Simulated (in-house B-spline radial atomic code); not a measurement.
Binding energies in Os IV (Os3+)

NIST's tabulated ground configuration is [Xe] 4f14 5d5; each binding energy is the energy of the ion with one electron taken from that subshell, relaxed, less that of the parent. Computed with a B-spline radial code for spherical atoms: Dirac-Hartree-Fock, average of configuration, Fermi nucleus of rms radius 5.4126 fm. Energies include first-order Breit, QED and recoil terms.

```
subshell  X-ray name  binding energy (eV)  -ε (eV)  relaxation (eV)
      1s           K              73911.5  74382.9             89.4
      2s          L1              13018.9  13120.0             53.4
   2p1/2          L2              12430.5  12535.4             58.0
   2p3/2          L3              10916.6  11001.2             54.7
      3s          M1               3101.6   3141.2             29.9
   3p1/2          M2               2841.1   2881.0             31.0
   3p3/2          M3                 2507   2541.5             29.2
      4s          N1                707.3    721.6             12.1
   4p1/2          N2                597.6    611.4             11.9
   4p3/2          N3                  519    530.8             10.8
      5s          O1                135.9    138.7              2.5
   5p1/2          O2                99.52   101.93             2.16
   4f5/2          N6                94.71   103.80             9.27
   4f7/2          N7                92.03   100.82             9.06
   5p3/2          O3                87.07    88.96             1.79
      5d        O4,5                40.04    40.90             0.88
```

Relaxation = -ε minus the binding energy without Breit, QED and recoil terms.

Emission lines follow as differences of binding energies, with λ = 12398.42 eV·Å / E:

```tsv
line	holes	energy (eV)	wavelength (Å)
K-L3	1s → 2p3/2	62994.9	0.19682
K-L2	1s → 2p1/2	61481.0	0.20166
K-M3	1s → 3p3/2	71404.5	0.17364
L1-M3	2s → 3p3/2	10511.9	1.1795
L3-M1	2p3/2 → 3s	7815.0	1.5865
```

**Question.** What screening constant σ does Moseley's law, E = (3/4)·13.6057 eV·(Z - σ)², need for K-L3?

**Answer.** σ = -2.57.

Moseley's non-relativistic formula needs a falling, then negative, screening constant for heavy elements, because relativity binds the 1s electron more strongly than the formula allows.

**Question.** What does it cost to remove two 4p1/2 electrons?

**Answer.** 1228.4 eV, which is 33.21 eV more than the two single binding energies together.

**Question.** What does it cost to remove both a 2p3/2 and a 3s electron?

**Answer.** 14108 eV, which is 90.17 eV more than the two single binding energies together.

**Question.** What does it cost to remove both a 1s and a 3p1/2 electron?

**Answer.** 76880 eV, which is 127.6 eV more than the two single binding energies together.
